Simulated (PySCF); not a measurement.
Cost against size for one kind of job: PBE0-D3(BJ)/def2-SVP geometry optimisation, gas phase in PySCF 2.14.0; work: geometry optimisation from a GFN2-xTB start shaken at random. Hardware: one thread, Arm Neoverse N1 (aarch64) (shared host). Other jobs ran on the host; a repeat could differ by tens of per cent or more. Peak memory is the resident size of the whole Python process, interpreter and libraries included.

```tsv
species (SMILES)	atoms	electrons	basis functions	SCF cycles	gradient evaluations	wall time	peak memory
B1SCCS1	10	54	103	32	5	?	?
CCB(F)OC	14	48	124	91	16	2.3 min	0.51 GiB
[BH3-][O+]1CC[C@@H]1F	14	48	124	56	9	72 s	0.50 GiB
BO[C@@H](F)CC	14	48	124	41	6	?	?
CC(C)(C)c1cncn1[SiH3]	24	84	214	50	7	5.5 min	1.1 GiB
```

**Question.** Estimate the withheld figures.

**Answer.** `B1SCCS1`: 32 s, 0.43 GiB; `BO[C@@H](F)CC`: 55 s, 0.49 GiB.

**Question.** With all rows, how does the wall time grow with the number of basis functions N?

**Answer.** A straight line through log(time) against log(N) has slope 2.9 between N = 103 and 214, and the rows scatter about it by a factor of about 1.5 (standard error of the fit). This is a fit to these rows, whose iteration counts differ, not the method's formal scaling.

**Question.** Which species took longest, and how many times the shortest run?

**Answer.** `CC(C)(C)c1cncn1[SiH3]`, at 5.5 min: about 10 times the shortest (32 s).
